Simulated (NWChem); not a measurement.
GaH2Cl; SMILES [GaH2][Cl]

```xyz
4

Ga     0.0000     0.0000     0.7144
H      0.0000    -1.4223     1.3671
H      0.0000     1.4223     1.3671
Cl     0.0000     0.0000    -1.4636
```
Atoms are numbered in this order, from 1.

Results from NWChem. Geometry: optimised at B3LYP/6-31G* (spherical d). B3LYP is NWChem's, with the RPA form of VWN correlation.

Q: Predict the results for B3LYP/def2-TZVP. Quantities: highest occupied level (eV); orbital gap (eV); dipole (D).

A: 
```json
{
 "highest occupied level (eV)": "-8.20",
 "orbital gap (eV)": "6.06",
 "dipole (D)": "2.07"
}
```
